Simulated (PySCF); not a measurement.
Unknowns

[PySCF: geometry: GFN2-xTB; NMR shieldings at PBE0/pcSseg-1/GIAO; a single conformation; relativity neglected; equivalent nuclei averaged; isolated molecule]

References, each an isolated molecule treated in the same way: 1H and 13C against TMS. Where no couplings were computed, multiplicities follow the n + 1 count of equivalent neighbours, and m marks all less simple cases (inequivalent or close neighbours, rings, F or P nearby). Shifts are as computed. Against solution values, carbons near 30 ppm lie about +3 ppm off and those near 130 ppm about +5 ppm. Of 1211 compounds with measured shifts, 218 miss one by over three times the rms of a fit or turn the order of signals round; such compounds aren't used in these exercises. OH and NH positions are gas-phase values without hydrogen bonding to other molecules.

**Question.** C5H6N2O2. 1H NMR (400 MHz, computed): δ 2.86 (s, 3H), 2.78 (s, 3H). 13C{1H} NMR (computed): δ 190.4 (C), 172.0 (C), 170.2 (C), 30.8 (CH3), 13.8 (CH3). Give a structure.

**Answer.** `InChI=1S/C5H6N2O2/c1-3(8)5-7-6-4(2)9-5/h1-2H3`. Rings plus π bonds: 4 (1 ring in the answer). 5 carbon signals for 5 carbons: no two carbons are equivalent. Carbon types of the structure: 3 × C, 2 × CH3, which accounts for all hydrogens. δC 190.4: ketone carbonyl carbon; the double bond to the heteroatom, with no lone-pair donor beside it, deshields it most. δC 172.0, 170.2: substituted aromatic carbon next to the ring oxygen. δH 2.86: hydrogen on a methyl carbon α to a carbonyl; α to C=O. δH 2.78: hydrogen on a methyl carbon on an aromatic ring; benzylic-type position, deshielded by the ring.

This is the structure that produced the data.

**Question.** C7H16N2. 1H NMR (500 MHz, computed): δ 4.13 (br s, 1H), 3.25 (s, 3H), 1.62 (s, 3H), 1.07 (s, 9H). 13C{1H} NMR (computed): δ 145.0 (C), 41.1 (CH3), 40.4 (C), 29.7 (CH3), 10.1 (CH3). Identify the compound.

**Answer.** SMILES CC(/C(=N/NC)C)(C)C. The formula gives 1 degree of unsaturation (no ring in the answer). 5 carbon signals for 7 carbons: some carbons are equivalent by symmetry or fast rotation. Carbon types of the structure: 2 × C, 5 × CH3, leaving 1 H on heteroatoms. δC 145.0: C=N carbon. δC 41.1: methyl carbon bonded to N; deshielded by the electronegative neighbour. δC 40.4: quaternary sp3 carbon; a saturated carbon with 4 carbon neighbours and no heteroatom attached. δH 3.25: hydrogen on a methyl carbon bonded to N; its carbon carries N, an electronegative neighbour.

The shifts were computed for this structure.
